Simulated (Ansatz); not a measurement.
System: C$_{2}$H$_{2}$B, charge 0, doublet. C2H2B (SMILES BC#[C], doublet).
B3LYP-D3(BJ)/def2-TZVP minimum from Ansatz (a quantum-chemistry and plane-wave program):
```xyz
5

B     -1.0758    -0.0416    -0.6574
C      0.1958    -0.0814     0.0691
C      1.2310     0.1272     0.7975
H     -1.8054     0.8941    -0.5556
H     -1.3761    -0.9609    -1.3568
```
Charge 0, spin multiplicity 2.

Total energies in hartree (Ansatz). Open shells are spin-unrestricted; no spin-orbit coupling. Correlated methods leave the cores frozen. No relativity. For partners of very few electrons the exact lower level stands in for a higher one. The UHF reference of C2H2B (BC#[C], doublet) is spin-contaminated (<S^2> up to 0.03 over the pure value in the sets run).

| species | HF/cc-pVTZ | CCSD(T)/cc-pVTZ | HF/cc-pVQZ | CCSD(T)/cc-pVQZ | CCSDT(Q)/cc-pVTZ |
|---|---|---|---|---|---|
| 1: C2H2B (SMILES BC#[C], doublet) | -101.45202 | -101.84902 | -101.45832 | -101.87486 | -101.85320 |
| 2: B (doublet) | -24.53207 | -24.59810 | -24.53297 | -24.60084 | -24.59852 |
| 3: C (triplet) | -37.69157 | -37.78076 | -37.69331 | -37.78654 | -37.78126 |
| 4: H (doublet) | -0.49981 | -0.49981 | -0.49995 | -0.49995 | -0.49981 |

Task: Work out the atomisation energy (electronic, to ground-state atoms) in kcal/mol: take Hartree-Fock from cc-pVQZ, extrapolate the CCSD(T) correlation energy as X^-3 (X = 3, 4), and add CCSDT(Q) - CCSD(T) in cc-pVTZ. 1 hartree = 627.51 kcal/mol.

Result: 
Species 1: correlation (64·(-0.41654) - 27·(-0.39700))/37 = -0.43080; step -0.00418; E1 = -101.45832 + (-0.43080) + (-0.00418) = -101.89330
Species 2: correlation (64·(-0.06787) - 27·(-0.06603))/37 = -0.06921; step -0.00042; E2 = -24.53297 + (-0.06921) + (-0.00042) = -24.60260
Species 3: correlation (64·(-0.09323) - 27·(-0.08919))/37 = -0.09618; step -0.00050; E3 = -37.69331 + (-0.09618) + (-0.00050) = -37.78999
Species 4: correlation (64·(0.00000) - 27·(0.00000))/37 = 0.00000; step +0.00000; E4 = -0.49995 + (0.00000) + (+0.00000) = -0.49995
-1·E1 +1·E2 +2·E3 +2·E4 = 0.71082 hartree = 446.0 kcal/mol.
